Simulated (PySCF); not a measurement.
# Identify the compound

The spectra below were simulated for a compound C7H4FN.

¹H NMR (400 MHz, computed): δ 7.91 (m, 2H), 7.32 (m, 2H).

¹³C{¹H} NMR (computed): δ 175.2 (C), 143.1 (CH), 124.6 (C), 122.3 (CH), 115.2 (C).

Method: NMR shieldings at B97-2/pcSseg-2/GIAO, coordinates at the PBE0-D3(BJ)/def2-TZVP level, in PySCF (one averaged value for each set of equivalent atoms, single conformer, non-relativistic, no solvent model).

δ = σ(ref) − σ, references computed at the same level: ¹H (σ = 31.64 ppm), ¹³C (σ = 185.38 ppm) against TMS.

Choose the structure that fits.
A. N#Cc1cccc(F)c1
B. N#Cc1ccccc1F
C. N#Cc1ccc(F)cc1

Results:

C. 

The formula gives 6 degrees of unsaturation (1 ring in the answer). 5 carbon signals for 7 carbons: some carbons are equivalent by symmetry or fast rotation. Carbon types of the structure: 3 × C, 4 × CH, which accounts for all hydrogens. δC 175.2: aromatic carbon bearing fluorine; σ withdrawal by the attached heteroatom moves it downfield of the ring CH carbons. δC 143.1, 122.3: aromatic CH. δC 124.6: nitrile carbon; this is the usual window of a C≡N carbon, which has no attached hydrogen. δC 115.2: substituted aromatic carbon. δH 7.91, 7.32: hydrogen on an aromatic CH; it sits in the deshielding region of the aromatic ring current.

The others: N#Cc1cccc(F)c1 would give 7 carbon signals, not 5; N#Cc1ccccc1F would give 7 carbon signals, not 5.

Splittings by ¹⁹F in the carbon and heteronuclear signals aren't shown, as no couplings were computed. Shifts are as computed. Against solution values, carbons near 30 ppm lie about +3 ppm off and those near 130 ppm about +7 ppm. Of 1211 compounds with measured shifts, 218 miss one by over three times the rms of a fit or turn the order of signals round; such compounds aren't used in these exercises. No couplings were computed; multiplicities are counted from neighbouring protons, with m where these are inequivalent, close in shift, in a saturated or five-membered ring or joined by F or P, and br s for small geminal =CH2 splittings.
